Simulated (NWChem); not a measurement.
System: PbClF, singlet; SMILES [Pb]([F])[Cl]

Excerpt of the output:

```
             Northwest Computational Chemistry Package (NWChem) 7.3.0
             --------------------------------------------------------

 CS  symmetry detected

                             Geometry "geometry" -> ""
                             -------------------------

 Output coordinates in angstroms (scale by  1.889725989 to convert to a.u.)

  No.       Tag          Charge          X              Y              Z
 ---- ---------------- ---------- -------------- -------------- --------------
    1 Pb                  82.0000    -0.23481395     0.32749442     0.00000000
    2 F                    9.0000     1.70627965     1.00214628     0.00000000
    3 Cl                  17.0000     0.22930745    -2.11022698     0.00000000

 Effective nuclear repulsion energy (a.u.)     510.8102748164

      Symmetry information
      --------------------

 Group name             Cs
 Group number              2
 Group order               2
 No. of unique centers     3

                                 NWChem DFT Module
                                 -----------------

 Summary of "ao basis" -> "ao basis" (spherical)
 ------------------------------------------------------------------------------
       Tag                 Description            Shells   Functions and Types
 ---------------- ------------------------------  ------  ---------------------
 Pb                         def2-svp                10       26   4s4p2d
 F                          def2-svp                 6       14   3s2p1d
 Cl                         def2-svp                 8       18   4s3p1d

      Symmetry analysis of basis
      --------------------------

        a'         41
        a"         17

            General Information
            -------------------
          SCF calculation type: DFT
          Wavefunction type:  closed shell.
          No. of atoms     :     3
          No. of electrons :    48
           Alpha electrons :    24
            Beta electrons :    24
          Charge           :     0
          Spin multiplicity:     1
          Use of symmetry is: on ; symmetry adaption is: on
          Maximum number of iterations: 150
          AO basis - number of functions:    58
                     number of shells:    24
          Convergence on energy requested:  1.00D-06
          Convergence on density requested:  1.00D-05
          Convergence on gradient requested:  5.00D-04

              XC Information
              --------------
                      HCTH407 Method XC Functional
                      HCTH407  Exchange Functional  1.000
                   HCTH407  Correlation Functional  1.000

             Grid Information
             ----------------
          Grid used for XC integration:  medium
          Radial quadrature: Mura-Knowles
          Angular quadrature: Lebedev.
          Tag              B.-S. Rad. Rad. Pts. Rad. Cut. Ang. Pts.
          ---              ---------- --------- --------- ---------
          Pb                  1.80      123           8.0       590
          F                   0.50       49           9.0       434
          Cl                  1.00       88           9.0       590
          Grid pruning is: on
          Number of quadrature shells:   260
          Spatial weights used:  Erf1

      Superposition of Atomic Density Guess
      -------------------------------------

 Sum of atomic energies:        -777.97612384

      Non-variational initial energy
      ------------------------------

 Total energy =    -750.262998
 1-e energy   =   -1417.803140
 2-e energy   =     513.297165
 HOMO         =      -0.356869
 LUMO         =      -0.044833

      Symmetry analysis of molecular orbitals - initial
      -------------------------------------------------

  Numbering of irreducible representations:

     1 a'          2 a"

  Orbital symmetries:

     1 a'          2 a'          3 a'          4 a'          5 a'
     6 a"          7 a'          8 a'          9 a'         10 a"
    11 a'         12 a'         13 a'         14 a'         15 a"
    16 a"         17 a'         18 a'         19 a'         20 a"
    21 a'         22 a"         23 a'         24 a'         25 a"
    26 a'         27 a'         28 a'         29 a'         30 a"
    31 a'         32 a"         33 a'         34 a"

     ---------------------------------------------
      Total Density - Mulliken Population Analysis
     ---------------------------------------------

    Atom       Charge   Shell Charges
 -----------   ------   -------------------------------------------------------
    1 Pb  22    20.52   2.99 -0.94  1.21  0.70  3.38  2.60  0.35  0.17  9.75  0.31
    2 F    9     9.81   1.99  1.16  0.81  3.59  2.25  0.00
    3 Cl  17    17.67   2.00  1.99  1.24  0.73  5.94  2.21  3.55  0.01

   convergence    iter        energy       DeltaE   RMS-Dens  Diis-err
 ---------------- ----- ----------------- --------- --------- ---------
 d= 0,ls=0.0,diis     1   -753.2514447789 -9.07D+02  6.28D-02  7.85D-01
 d= 0,ls=0.0,diis     2   -749.1562699615  4.10D+00  4.90D-02  3.39D+01
 d= 0,ls=0.0,diis     3   -753.1797525529 -4.02D+00  2.15D-02  1.04D+00
 d= 0,ls=0.0,diis     4   -753.3432360255 -1.63D-01  6.63D-03  2.19D-01
 d= 0,ls=0.0,diis     5   -753.3740855483 -3.08D-02  1.20D-03  3.19D-03
  Resetting Diis
 d= 0,ls=0.0,diis     6   -753.3745042307 -4.19D-04  4.22D-04  4.58D-04
 d= 0,ls=0.0,diis     7   -753.3745770935 -7.29D-05  2.50D-04  2.48D-05
 d= 0,ls=0.0,diis     8   -753.3745667569  1.03D-05  1.67D-04  8.73D-05
 d= 0,ls=0.0,diis     9   -753.3745809202 -1.42D-05  3.65D-05  7.20D-06
 d= 0,ls=0.0,diis    10   -753.3745815919 -6.72D-07  1.25D-05  1.13D-06
 d= 0,ls=0.0,diis    11   -753.3745817090 -1.17D-07  3.32D-06  3.50D-08

         Total DFT energy =     -753.374581709028
      One electron energy =    -1420.517206010273
           Coulomb energy =      568.406979213134
    Exchange-Corr. energy =      -55.507332317311
 Nuclear repulsion energy =      154.242977405422

 Numeric. integr. density =       48.000009287946

                  Occupations of the irreducible representations
                  ----------------------------------------------

                     irrep           alpha         beta
                     --------     --------     --------
                     a'               18.0         18.0
                     a"                6.0          6.0

                       DFT Final Molecular Orbital Analysis
                       ------------------------------------

 Vector   22  Occ=2.000000D+00  E=-2.675109D-01  Symmetry=a'
              MO Center=  5.1D-01, -6.4D-01, -2.7D-12, r^2= 4.1D+00
   Bfn.  Coefficient  Atom+Function         Bfn.  Coefficient  Atom+Function
  ----- ------------  ---------------      ----- ------------  ---------------
    52      0.457799  3 Cl py                49      0.333387  3 Cl py
    31     -0.301537  2 F  py                30      0.249453  2 F  px
     3     -0.240228  1 Pb s                 34      0.213474  2 F  py
     4     -0.195571  1 Pb s                 46      0.193630  3 Cl py
    33     -0.179609  2 F  px                 1      0.173291  1 Pb s

 Vector   23  Occ=2.000000D+00  E=-2.666557D-01  Symmetry=a"
              MO Center=  2.9D-01, -1.8D+00,  1.5D-12, r^2= 1.9D+00
   Bfn.  Coefficient  Atom+Function         Bfn.  Coefficient  Atom+Function
  ----- ------------  ---------------      ----- ------------  ---------------
    53      0.609357  3 Cl pz                50      0.451396  3 Cl pz
    47      0.262054  3 Cl pz                32      0.169888  2 F  pz
    35     -0.125194  2 F  pz                13      0.093413  1 Pb pz
    16      0.087172  1 Pb pz                18      0.068494  1 Pb d -1
    23     -0.047332  1 Pb d -1              10     -0.034132  1 Pb pz

 Vector   24  Occ=2.000000D+00  E=-2.567403D-01  Symmetry=a'
              MO Center=  3.2D-01, -1.6D+00,  1.2D-12, r^2= 2.5D+00
   Bfn.  Coefficient  Atom+Function         Bfn.  Coefficient  Atom+Function
  ----- ------------  ---------------      ----- ------------  ---------------
    51      0.598555  3 Cl px                48      0.444018  3 Cl px
    45      0.257068  3 Cl px                30     -0.204122  2 F  px
     3      0.171385  1 Pb s                 33      0.149635  2 F  px
     4      0.125673  1 Pb s                  1     -0.121002  1 Pb s
    17      0.078386  1 Pb d -2              11     -0.073494  1 Pb px

 Vector   25  Occ=0.000000D+00  E=-1.313149D-01  Symmetry=a"
              MO Center= -2.0D-01,  2.4D-01, -8.5D-14, r^2= 3.7D+00
   Bfn.  Coefficient  Atom+Function         Bfn.  Coefficient  Atom+Function
  ----- ------------  ---------------      ----- ------------  ---------------
    13      0.591373  1 Pb pz                16      0.530847  1 Pb pz
    53     -0.234968  3 Cl pz                10     -0.194746  1 Pb pz
     7     -0.187820  1 Pb pz                32      0.187276  2 F  pz
    35     -0.153184  2 F  pz                50     -0.147394  3 Cl pz
    47     -0.084220  3 Cl pz                25      0.054369  1 Pb d  1

 Vector   26  Occ=0.000000D+00  E=-5.316570D-02  Symmetry=a'
              MO Center= -2.7D-01,  3.0D-01,  1.0D-15, r^2= 4.6D+00
   Bfn.  Coefficient  Atom+Function         Bfn.  Coefficient  Atom+Function
  ----- ------------  ---------------      ----- ------------  ---------------
    15      0.709585  1 Pb py                12      0.466696  1 Pb py
     3     -0.440046  1 Pb s                 52      0.426076  3 Cl py
    44      0.340115  3 Cl s                 14     -0.239344  1 Pb px
    49      0.221938  3 Cl py                 1      0.184153  1 Pb s
     9     -0.156782  1 Pb py                31      0.152761  2 F  py

 Vector   27  Occ=0.000000D+00  E=-5.072902D-02  Symmetry=a'
              MO Center= -3.4D-01,  2.9D-01, -5.9D-14, r^2= 4.4D+00
   Bfn.  Coefficient  Atom+Function         Bfn.  Coefficient  Atom+Function
  ----- ------------  ---------------      ----- ------------  ---------------
    14      0.695740  1 Pb px                11      0.400893  1 Pb px
     3      0.332803  1 Pb s                 15      0.297379  1 Pb py
    29     -0.289047  2 F  s                 30     -0.235868  2 F  px
    51     -0.198020  3 Cl px                33      0.193847  2 F  px
     8     -0.145212  1 Pb px                12      0.145586  1 Pb py

     ---------------------------------------------
      Total Density - Mulliken Population Analysis
     ---------------------------------------------

    Atom       Charge   Shell Charges
 -----------   ------   -------------------------------------------------------
    1 Pb  22    21.22   3.01 -0.94  1.44  0.43  3.38  2.64  0.77  0.36  9.71  0.42
    2 F    9     9.43   1.99  1.13  0.84  3.32  2.14  0.00
    3 Cl  17    17.35   2.00  1.99  1.27  0.72  5.94  2.15  3.29  0.01

     -------------------------------------------
      Total Density - Lowdin Population Analysis
     -------------------------------------------

    Atom       Charge   Shell Charges
 -----------   ------   -------------------------------------------------------
    1 Pb  22    21.49   1.49  0.48  1.16  0.77  3.09  2.70  0.94  0.58  9.34  0.94
    2 F    9     9.34   1.98  1.05  0.83  3.22  2.27  0.00
    3 Cl  17    17.17   2.00  1.96  1.07  0.83  5.83  2.28  3.19  0.01

     Multipole analysis of the density
     ---------------------------------

     L   x y z        total         alpha         beta         nuclear
     -   - - -        -----         -----         ----         -------
     0   0 0 0     -0.000000    -24.000000    -24.000000     48.000000

     1   1 0 0     -1.454949    -14.039495    -14.039495     26.624041
     1   0 1 0      0.933256     19.032869     19.032869    -37.132483
     1   0 0 1     -0.000000     -0.000000     -0.000000      0.000000

     2   2 0 0    -35.619434    -68.357117    -68.357117    101.094801
     2   1 1 0     -1.962985    -10.751081    -10.751081     19.539177
     2   1 0 1     -0.000000     -0.000000     -0.000000      0.000000
     2   0 2 0    -36.957706   -173.999089   -173.999089    311.040473
     2   0 1 1     -0.000000     -0.000000     -0.000000      0.000000
     2   0 0 2    -30.026879    -15.013440    -15.013440      0.000000
```

Level: HCTH/407/def2-SVP with def2 effective core potentials on Pb. Low-valent species are run as closed-shell singlets; no triplet was tried in these runs. Structure relaxed at the PBE0/def2-SVP level. def2 effective core potentials on Pb; no spin-orbit coupling.

Reconstruct the input file.

One answer among several that fit: the input that was run:
```
start job
memory heap 200 mb stack 900 mb global 1100 mb
geometry units angstroms noautoz
  Pb    -0.257064     0.337888     0.000000
  F      1.648011     1.108400     0.000000
  Cl     0.327919    -2.073686     0.000000
end
basis spherical
  Pb library def2-svp
  F library def2-svp
  Cl library def2-svp
end
ecp
  Pb library def2-ecp
end
dft
  xc hcth407
  iterations 150
  mulliken
end
task dft energy
```
